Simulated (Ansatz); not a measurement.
This geometry of BrClGaH5N2 (10 atoms, charge 0, multiplicity 1) is a first-order saddle point.

Theory: RKS PBE/def2-SVP (Ansatz).

```xyz
10
Properties=species:S:1:pos:R:3
Ga 0.025 0.875 0.042
N -0.084 -0.014 1.970
H -0.909 -0.631 1.935
H 0.724 -0.562 2.296
N 1.658 0.437 -0.740
H 2.236 -0.215 -0.196
H 1.547 0.025 -1.675
Cl -1.819 -0.058 -0.750
Br -0.301 3.085 0.763
H -0.270 0.737 2.652
```

(1) Which two structures does it join? (They come from a converged band through this point; their orientation in space is the band's.)

(2) How far does it lie above each of them?

Answers

(1) No bond is made or broken.  The two ends are copies of one structure, up to a mirror image or an exchange of like atoms.

Initial state:

```xyz
10
Properties=species:S:1:pos:R:3
Ga -0.026 0.750 0.037
N -0.137 0.051 2.023
H -0.947 -0.576 2.126
H 0.723 -0.474 2.240
N 1.630 0.069 -0.495
H 2.285 0.810 -0.777
H 1.544 -0.565 -1.301
Cl -1.831 -0.270 -0.712
Br -0.202 3.054 0.468
H -0.233 0.831 2.688
```

Final state:

```xyz
10
Properties=species:S:1:pos:R:3
Ga -0.028 0.748 0.035
N -0.137 0.048 2.021
H -0.939 -0.588 2.128
H 0.729 -0.463 2.242
N 1.627 0.063 -0.493
H 1.543 -0.558 -1.308
H 2.283 0.807 -0.764
Cl -1.836 -0.264 -0.716
Br -0.193 3.053 0.473
H -0.243 0.832 2.680
```

(2) 4.9 kcal/mol above the first and 4.8 kcal/mol above the second. This is the barrier of this one path; another mechanism may lie lower.

Time of the run: 6.4 min on 4 threads of Intel(R) Xeon(R) Processor @ 2.50GHz (Skylake/Cascade Lake), with other jobs on the host, peak memory 0.24 GiB.
